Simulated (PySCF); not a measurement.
Chain-length series, n-germane silyl/silyl (end groups after the name). Isolated molecules, 0 K electronic values unless said otherwise. One relaxed conformer stands for each flexible species; it need not be the lowest. Strings in code marks are SMILES.

Calculation: r2SCAN-D4/def2-TZVP // r2SCAN-D4/def2-SVP run with PySCF 2.14.0. Delta-SCF ions had no search for a lower state. Excitations are Tamm–Dancoff values on a coarser integration grid. The basis has no diffuse functions, so Rydberg states are missing or too high.

| species | LUMO (eV) | vertical ionisation energy (Delta-SCF) (eV) | T1 excitation (TDA) (eV) |
|---|---|---|---|
| n = 1 (`[SiH3][GeH2][SiH3]`) | -0.64 | … | 5.78 |
| n = 2 (`[SiH3][GeH2][GeH2][SiH3]` (Si–Ge–Ge–Si torsion 178°)) | … | 9.13 | 5.25 |
| n = 3 (`[SiH3][GeH2][GeH2][GeH2][SiH3]` (Si–Ge–Ge–Ge torsion 175°, Ge–Ge–Ge–Si torsion 178°)) | -1.25 | 8.72 | 4.88 |
| n = 4 (`[SiH3][GeH2][GeH2][GeH2][GeH2][SiH3]`) | … | 8.42 | 4.63 |
| n = 5 (`[SiH3][GeH2][GeH2][GeH2][GeH2][GeH2][SiH3]`) | -1.56 | … | 4.43 |
| n = 6 (`[SiH3][GeH2][GeH2][GeH2][GeH2][GeH2][GeH2][SiH3]`) | -1.67 | 8.00 | 4.29 |
| n = 7 (`[GeH2]([GeH2][GeH2][GeH2][GeH2][GeH2][SiH3])[GeH2][SiH3]`) | -1.76 | 7.84 | … |

Problem. Complete the blanks.

Solution. 
- n = 1 (`[SiH3][GeH2][SiH3]`), vertical ionisation energy (Delta-SCF) (eV): 9.69
- n = 2 (`[SiH3][GeH2][GeH2][SiH3]` (Si–Ge–Ge–Si torsion 178°)), LUMO (eV): -0.99
- n = 4 (`[SiH3][GeH2][GeH2][GeH2][GeH2][SiH3]`), LUMO (eV): -1.43
- n = 5 (`[SiH3][GeH2][GeH2][GeH2][GeH2][GeH2][SiH3]`), vertical ionisation energy (Delta-SCF) (eV): 8.18
- n = 7 (`[GeH2]([GeH2][GeH2][GeH2][GeH2][GeH2][SiH3])[GeH2][SiH3]`), T1 excitation (TDA) (eV): 4.17
